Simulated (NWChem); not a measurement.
Plane-wave run on MgSe (zincblende type)

```yaml
crystal:
  lattice:
    - [0.00000, 2.97208, 2.97208]
    - [2.97208, 0.00000, 2.97208]
    - [2.97208, 2.97208, 0.00000]
  atoms:
    - { symbol: Se, position: [0.25000, 0.25000, 0.25000] }
    - { symbol: Mg, position: [0.00000, 0.00000, 0.00000] }
```

All runs are NWChem calculations. Origin of the cell: lattice set by a structure generator, not relaxed at this level; this structure type may not be the compound's usual one.

Norm-conserving pseudopotentials with valence charges Se 6, Mg 2, fixed occupations, no spin-orbit coupling, density cut at twice the wavefunction cutoff.

The filled d shells of Se are in the core.

Level: LDA (Vosko), Troullier-Martins, cutoff 25 Ha, density from a 4×4×4 mesh. Bands run along Γ–X–U|K–Γ–L–W–X with k in units of the cell's reciprocal vectors.

Question: Give the band energies at the labelled points, in eV from the valence-band top.

Answer: 
```json
[
 {"point": "Γ", "k": "0.000 0.000 0.000", "band 1": "-11.69", "band 2": "0.00", "band 3": "0.00", "band 4": "0.00", "band 5": "2.40", "band 6": "6.79"},
 {"point": "X", "k": "-0.500 -0.500 0.000", "band 1": "-10.94", "band 2": "-2.99", "band 3": "-1.12", "band 4": "-1.12", "band 5": "3.20", "band 6": "4.58"},
 {"point": "U", "k": "-0.375 -0.375 0.250", "band 1": "-10.96", "band 2": "-2.69", "band 3": "-1.97", "band 4": "-0.89", "band 5": "4.06", "band 6": "6.11"},
 {"point": "K", "k": "-0.375 0.000 0.375", "band 1": "-10.96", "band 2": "-2.69", "band 3": "-1.97", "band 4": "-0.89", "band 5": "4.06", "band 6": "6.11"},
 {"point": "L", "k": "0.000 0.000 0.500", "band 1": "-11.13", "band 2": "-3.26", "band 3": "-0.37", "band 4": "-0.37", "band 5": "3.95", "band 6": "6.65"},
 {"point": "W", "k": "-0.500 -0.250 0.250", "band 1": "-10.94", "band 2": "-2.53", "band 3": "-1.91", "band 4": "-1.43", "band 5": "5.00", "band 6": "6.84"}
]
```
Bands up to 4 are filled.
